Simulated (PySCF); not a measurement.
One of the candidates below gave these computed data.

All candidates are C6H10OSSi2.

- Dipole: 3.70 D [PBE0/pcSseg-1]
- NMR, other nuclei: isotropic shieldings of nuclei other than C and H, by class: 208 (1 O), 412 (1 Si), 414 (1 Si), 792 (1 S) ppm [GIAO PBE0/pcSseg-1]
- 1H NMR: chemical shifts (computed TMS as zero) by class: 7.44 (1 H), 7.36 (1 H), 7.03 (1 H), 6.71 (1 H), 4.86 (2 H), 4.64 (2 H), 4.27 (1 H), -0.50 (1 H) ppm [GIAO PBE0/pcSseg-1]
- 13C NMR: chemical shifts (computed TMS as zero) by class: 163.4 (1 C), 137.3 (1 C), 134.5 (1 C), 131.1 (1 C), 126.9 (1 C), 119.2 (1 C) ppm [GIAO PBE0/pcSseg-1]
- Rotational structure: rotational constants A, B, C: 2.393, 0.317, 0.296 GHz [GFN2-xTB]

Gas-phase values; electronic properties from PySCF, density fitting. Levels stand in brackets. Isolated species at its GFN2-xTB geometry (one conformer only). Each NMR value is the plain mean over a class of atoms that symmetry, rotation or inversion makes alike.

**Question.** Which candidate is it?
A. `Oc1ccccc1[SiH2][SiH2]S`
B. `Oc1cccc([SiH2][SiH2]S)c1`
C. `c1csc([Si@H]2CC[SiH2]O2)c1`

**Answer.** B. It is `Oc1cccc([SiH2][SiH2]S)c1`. Numbering: `[OH:1][c:2]1[cH:3][cH:4][cH:5][c:6]([SiH2:7][SiH2:8][SH:9])[cH:10]1`. Its formula, C6H10OSSi2, gives 4 degrees of unsaturation: 1 ring and 3 π bonds in the structure found (Kekulé form). 6 carbons fall into 6 classes; from least to most shielded: aromatic carbon bearing oxygen [C2] (163.4 ppm), substituted aromatic carbon [C6] (137.3 ppm), aromatic CH carbon [C4] (134.5 ppm), aromatic CH carbon [C5] (131.1 ppm), aromatic CH carbon [C10] (126.9 ppm), aromatic CH carbon [C3] (119.2 ppm). Hydrogen classes from least to most shielded: 1 H on an aromatic CH carbon, C4 (7.44 ppm), 1 H on an aromatic CH carbon, C10 (7.36 ppm), 1 H on an aromatic CH carbon, C5 (7.03 ppm), 1 H on an aromatic CH carbon, C3 (6.71 ppm), 2 H on an SiH2 silicon, Si8 (4.86 ppm, a mean of values up to 0.6 ppm apart in this geometry), 2 H on an SiH2 silicon, Si7 (4.64 ppm), 1 H on a phenol-type oxygen, O1 (4.27 ppm), 1 H on a sulfur bonded to Si and H, S9 (-0.50 ppm). The other shieldings belong to: 208 ppm, phenol-type oxygen [O1]; 412 ppm, SiH2 silicon [Si8]; 414 ppm, SiH2 silicon [Si7]; 792 ppm, sulfur bonded to Si and H [S9]. The optimised geometry has point group C1 and is an asymmetric top.

The others, at the same levels:
- `Oc1ccccc1[SiH2][SiH2]S` fails: its computed 13C shifts are 165.9 (1 C), 143.9 (1 C), 138.2 (1 C), 126.7 (1 C), 120.6 (1 C), 116.1 (1 C) ppm, 1H shifts are 7.85 (1 H), 7.65 (1 H), 7.29 (1 H), 6.83 (1 H), 4.84 (2 H), 4.67 (1 H), 4.48 (2 H), -0.85 (1 H) ppm and rotational constant A is 1.336 GHz (against 2.393 GHz).
- `c1csc([Si@H]2CC[SiH2]O2)c1` fails: its computed 13C shifts are 144.2 (1 C), 142.2 (1 C), 139.8 (1 C), 131.2 (1 C), 13.0 (1 C), 8.4 (1 C) ppm, 1H shifts are 7.62 (1 H), 7.57 (1 H), 7.35 (1 H), 5.74 (1 H), 5.33 (1 H), 5.11 (1 H), 1.22 (1 H), 1.12 (1 H), 1.11 (1 H), 1.08 (1 H) ppm and rotational constant A is 1.992 GHz (against 2.393 GHz).

Each candidate is one conformer, not necessarily the lowest. Dipoles, sizes and rotational constants follow the conformer. The torsions of the flexible species, by atom-mapped SMILES:
- `[OH:1][c:2]1[cH:3][cH:4][cH:5][c:6]([SiH2:7][SiH2:8][SH:9])[cH:10]1`: C5–C6–Si7–Si8 51°, C6–Si7–Si8–S9 172°, H–O1–C2–C3 0°, H–S9–Si8–Si7 51°
- `[OH:1][c:2]1[cH:3][cH:4][cH:5][cH:6][c:7]1[SiH2:8][SiH2:9][SH:10]`: C6–C7–Si8–Si9 128°, C7–Si8–Si9–S10 -32°, H–O1–C2–C3 0°, H–S10–Si9–Si8 34°

The conformers of `c1csc([Si@H]2CC[SiH2]O2)c1` aren't listed.
